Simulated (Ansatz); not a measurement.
Reaction (cleavage of the Al–Si bond): `O[SiH](F)[AlH2]` + `N=CS` → `[AlH2]/[N]=C\S` + `O[SiH2]F`

Gas-phase electronic energies from Ansatz, PBE0-D4/def2-TZVP geometries. CCSD(T)/CBS adds triple-zeta CCSD(T) − MP2 to the extrapolated MP2 energy (def2 sets, frozen cores). This one scheme is used for every species. DFT in def2-TZVPP. One conformer a species, not always the lowest.

Is it downhill or uphill in electronic energy at CCSD(T)/CBS, and by how much? (An estimate is asked.)

The calculation gave: Downhill: ΔE = -109.0 kJ/mol.

What do these levels give: PBE-D4, ωB97X-V, B2PLYP, r2SCAN, PBE0, HF/def2-TZVPP, SCS-MP2/def2-TZVPP, CCSD/def2-TZVPP, HF/def2-QZVPP, SCS-MP2/def2-QZVPP, HF/CBS(def2), CCSD/CBS(def2)? (Best estimate.)

The calculation gave: PBE-D4 -96.7, ωB97X-V -103.1, B2PLYP -117.3, r2SCAN -114.5, PBE0 -98.1, HF/def2-TZVPP -117.3, SCS-MP2/def2-TZVPP -119.4, CCSD/def2-TZVPP -108.9, HF/def2-QZVPP -118.5, SCS-MP2/def2-QZVPP -119.5, HF/CBS(def2) -118.6, CCSD/CBS(def2) -108.6 kJ/mol.

Largest T1 diagnostic among the species: 0.015.
